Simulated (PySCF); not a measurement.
# Static response to an electric field

Species: C3H7ClO3S.
Cartesian coordinates in Å at the GFN2-xTB level; atoms count from 1:
```
atom  x, y, z in Å
C1    -1.8581    0.6560    0.7079
O2    -0.8242    0.5959   -0.2515
C3    -0.4912   -0.7028   -0.6934
C4     0.9781   -0.5821   -1.0137
S5     1.5193    0.4021    0.4319
O6     1.6157    1.7997    0.1951
O7     0.9754   -0.1031    1.6492
Cl8    3.4684   -0.2265    0.4557
H9    -1.9985    1.7110    0.9309
H10   -2.7870    0.2339    0.3115
H11   -1.5646    0.1250    1.6184
H12   -0.6327   -1.4293    0.1166
H13   -1.1063   -0.9950   -1.5563
H14    1.5278   -1.5155   -1.0432
H15    1.1734    0.0386   -1.8809
```

Level: CAM-B3LYP/def2-SVPD (PySCF), static field, nuclei fixed, core orbitals frozen in the response. The polarisability tensor in these axes (au):

```
x   100.88  -3.49   0.99
y    -3.49  73.82   3.91
z     0.99   3.91  73.32
```

**Question.** Give the principal values, the mean and the anisotropy Δα = √{½[(α1 − α2)² + (α2 − α3)² + (α1 − α3)²]}.

**Answer.** Principal values 69.34, 77.34 and 101.33 au; mean 82.67 au = 12.25 Å³ = 13.63 × 10⁻⁴⁰ C²·m²/J; Δα = 28.83 au (35 % of the mean).

**Question.** What is the dipole moment, and where does it point?

**Answer.** (-2.89, -3.01, -2.66) D, 4.95 D in size, pointing from the negative to the positive side. Measured along this direction, the outermost atoms are O6 and Cl8 at the negative end and H13 at the positive end.

**Question.** Molar refractivity from α?

**Answer.** Lorentz–Lorenz: R = (4π/3)N_A α = 2.5225 cm³/(mol·Å³) × 12.25 Å³ = 30.9 cm³/mol, in the limit of long wavelengths.

**Question.** Orientational against electronic polarisability at 250 K (dilute gas, rigid molecules)?

**Answer.** In Gaussian units μ²/3kT = 236.79 Å³ against 12.25 Å³, a ratio of 19.33; the Debye molar polarisation (4π/3)N_A(α + μ²/3kT) is 628.2 cm³/mol, leaving out the vibrational part.

**Question.** Refractivity n − 1 of an ideal gas of it at 500 K and 1 atm, from the electronic α?

**Answer.** N = p/kT = 1.4678 × 10¹⁹ cm⁻³, so n − 1 = 2π × N × 12.25 × 10⁻²⁴ cm³ = 1130 × 10⁻⁶ at long wavelengths.

One conformer (not necessarily the lowest) at the GFN2-xTB geometry, without solvent, vibrations or thermal averaging.
